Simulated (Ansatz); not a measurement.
Cost and result for the atomization energy of `C[CH2][Ge][NH2]` (11 atoms, 10 bonds).

```json
{"atom": "C1", "x (Å)": "0.913", "y (Å)": "-1.145", "z (Å)": "0.221"}
{"atom": "C2", "x (Å)": "-0.168", "y (Å)": "-0.291", "z (Å)": "0.883"}
{"atom": "Ge3", "x (Å)": "-1.658", "y (Å)": "0.062", "z (Å)": "-0.418"}
{"atom": "N4", "x (Å)": "-0.929", "y (Å)": "1.574", "z (Å)": "-1.120"}
{"atom": "H5", "x (Å)": "1.377", "y (Å)": "-0.623", "z (Å)": "-0.621"}
{"atom": "H6", "x (Å)": "1.711", "y (Å)": "-1.409", "z (Å)": "0.922"}
{"atom": "H7", "x (Å)": "0.507", "y (Å)": "-2.084", "z (Å)": "-0.167"}
{"atom": "H8", "x (Å)": "0.250", "y (Å)": "0.655", "z (Å)": "1.243"}
{"atom": "H9", "x (Å)": "-0.578", "y (Å)": "-0.815", "z (Å)": "1.752"}
{"atom": "H10", "x (Å)": "-0.069", "y (Å)": "2.002", "z (Å)": "-0.813"}
{"atom": "H11", "x (Å)": "-1.356", "y (Å)": "2.075", "z (Å)": "-1.882"}
```

The species carries charge 0 and has multiplicity 1. Correlated methods include outer-core shells of Ge, which these sets cover unevenly. Scalar relativity is left out up to krypton. Geometry: relaxed with PBE0-D4/def2-TZVP. It is one conformer, not always the lowest. Program: Ansatz. All runs use 4 threads of an Intel Xeon 6975P-C on a shared host. Times are those of one run each, without the atoms' runs, and a repeat can differ threefold. Electronic energies, without spin–orbit coupling; frozen cores. CCSD(T)/CBS adds CCSD(T) − MP2 in def2-TZVPP to the MP2 limit, and its time is that of the two runs behind it. T1 = 0.013. With those shells the extrapolation isn't a true limit. B3LYP takes the VWN-RPA correlation (the form of Gaussian; ORCA's B3LYP/G).

CCSD(T)/CBS is a level of theory with its own doubt, some kJ/mol a heavy atom from the limit and from the frozen cores, so smaller differences don't rank the functionals.

| level | functions | wall time | atomization (kJ/mol) | difference from CCSD(T)/CBS | per bond |
| --- | --- | --- | --- | --- | --- |
| LDA (SPW92)/def2-TZVPP | 239 | 0.85 s | 4487.5 | 540.7 | 54.1 |
| revPBE-D4/def2-TZVPP | 239 | 1.2 s | 3922.7 | -24.1 | -2.4 |
| PBE-D4/def2-TZVPP (with forces) | 239 | 1.5 s | 4011.2 | 64.4 | 6.4 |
| BHLYP-D4/def2-TZVPP | 239 | 1.6 s | 3838.6 | -108.2 | -10.8 |
| B3LYP-D4/def2-TZVPP (with forces) | 239 | 2.5 s | 3950.8 | 4.0 | 0.4 |
| r2SCAN-D4/def2-TZVPP (with forces) | 239 | 2.5 s | 3932.2 | -14.6 | -1.5 |
| r2SCANh-D4/def2-TZVPP | 239 | 2.5 s | 3910.2 | -36.6 | -3.7 |
| B2PLYP/def2-TZVPP | 239 | 3.1 s | 3901.1 | -45.7 | -4.6 |
| CCSD(T)/def2-SVP | 109 | 3.7 s | 3714.1 | -232.7 | -23.3 |
| ωB97M-V/def2-TZVPP (with forces) | 239 | 5.5 s | 3944.5 | -2.3 | -0.2 |
| MP2/def2-QZVPP | 470 | 15 s | 3930.0 | -16.8 | -1.7 |
| CCSD(T)/def2-TZVPP | 239 | 39 s | 3843.5 | -103.3 | -10.3 |
| CCSD(T)/CBS(def2) | – | 54 s | 3946.8 | 0.0 | 0.0 |

From PBE to PBE0 (25 % exact exchange), in def2-TZVPP and without D4, the atomization energy moves by −65.8 kJ/mol: exact exchange takes away binding that semilocal exchange gives to molecules. In def2-TZVPP, CCSD(T) changes the Hartree–Fock value by +1024.5 kJ/mol (the triples alone add +56.1 kJ/mol) and MP2 by +1050.4 kJ/mol; breaking electron pairs costs correlation energy, which Hartree–Fock lacks. At CCSD(T), def2-SVP lies −232.7 kJ/mol from the extrapolated value and def2-TZVPP −103.3 kJ/mol: correlation converges slowly with the basis, and small sets miss more of it in the bonded molecule than in its fragments.
